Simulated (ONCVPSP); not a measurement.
## Varying the ONCV potential for Ge (Z = 32)

Base potential:

- Element: Ge
- Generator: ONCVPSP 4.0.1
- Type: optimised norm-conserving Vanderbilt (ONCV)
- Functional: PBE
- Relativity: non-relativistic
- Frozen core: [Ne]
- Valence charge: 22
- Reference configuration: 3s2 3p6 3d10 4s2 4p1 (charge +1)
- Partial waves: 3s+4s: rc 1.15 bohr, ncon 5, nbas 9, qcut 9.8 1/bohr, 2 projectors; 3p+4p: rc 1.35 bohr, ncon 3, nbas 7, qcut 11.4 1/bohr, 3 projectors, debl 3.2 Ha; 3d: rc 0.80 bohr, ncon 3, nbas 8, qcut 20.4 1/bohr, 2 projectors, debl 3.4 Ha
- Local potential: polynomial inside 0.50 bohr (lpopt 5, dvloc0 2 Ha)
- Core correction: none

Cutoffs, loose and tight: the cutoffs (Ha) at which the residual kinetic energy of the hardest occupied pseudo-wave falls to 1 and 0.1 mHa per electron. They do not see the model core or the augmentation charge, which bear on the density cutoff. Test errors are all-electron minus pseudo excitation energies from the reference, over the configurations 3s2 3p6 3d10 4s2 4p2; 3s2 3p6 3d10 4s2 4p0; 3s2 3p6 3d10 4s1 4p0; 3s2 3p6 3d10 4s1 4p2. A dash means not determined; rows that change the core or the reference have their own tests.

| change | outcome | cutoff, loose | cutoff, tight | bound ghosts | GHOST(+) flags above zero | largest test error (meV) |
| --- | --- | --- | --- | --- | --- | --- |
| base | generated | 154 Ha | 174 Ha | none | s | +0.3 |
| functional PBEsol | generated | 154 Ha | 174 Ha | none | s | +0.7 |
| s: rc 1.08 | generated | 154 Ha | 174 Ha | none | s | +0.3 |
| core correction Teter function, fcfact 2.75, rcfact 1.2 | generated | 154 Ha | 174 Ha | none | s | -0.4 |
| s: rc 1.68 | generated | 154 Ha | 174 Ha | none | s | +0.5 |
| p: qcut 17.1 | generated | 154 Ha | 174 Ha | none | s | +0.7 |

Question: What comes out with this change to the base: d: ncon 5, nbas 10?

Answer: outcome: generated; cutoff, loose: 167 Ha; cutoff, tight: 186 Ha; bound ghosts: none; GHOST(+) flags above zero: s; largest test error (meV): +0.3.
